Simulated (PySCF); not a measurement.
NMR data simulated for an unnamed compound:

¹H NMR (400 MHz, computed): δ 5.75 (m, 1H), 5.74 (m, 1H).

¹³C{¹H} NMR (computed): δ 164.6 (C), 136.7 (CH), 132.4 (CH), 129.3 (C), 116.6 (C).

PySCF calculation with GFN2-xTB geometry and σ from GIAO-PBE0/pcSseg-1; no solvent model, non-relativistic Hamiltonian, one conformer, one averaged value for each set of equivalent atoms.

Scale: TMS for ¹H (31.72 ppm) and ¹³C (186.93 ppm) (reference shieldings calculated alike).

**Question.** Which of these does the molecule contain: an ester, an aldehyde, a CF3 group, a non-aromatic C=C double bond, a carboxylic acid?

**Answer.** 
- An ester: no.
- An aldehyde: no.
- A CF3 group: yes (δC 129.3).
- A non-aromatic C=C double bond: yes.
- A carboxylic acid: no.

The data belong to `FC1=C(C(F)(F)F)OC=CO1`, C$_{5}$H$_{2}$F$_{4}$O$_{2}$; they needn't prove each group on their own.

Carbon signals by region: 1 in the far downfield region (above 160 ppm), 4 in the sp2 and nitrile region (100–160 ppm). Above 160 ppm: 164.6, alkene carbon bearing oxygen.

Splittings by ¹⁹F in the carbon and heteronuclear signals aren't shown, as no couplings were computed. Shifts are as computed. Against solution values, carbons near 30 ppm lie about +3 ppm off and those near 130 ppm about +5 ppm. Of 1211 compounds with measured shifts, 218 miss one by over three times the rms of a fit or turn the order of signals round; such compounds aren't used in these exercises. No couplings were computed; multiplicities are counted from neighbouring protons, with m where these are inequivalent, close in shift, in a saturated or five-membered ring or joined by F or P, and br s for small geminal =CH2 splittings.
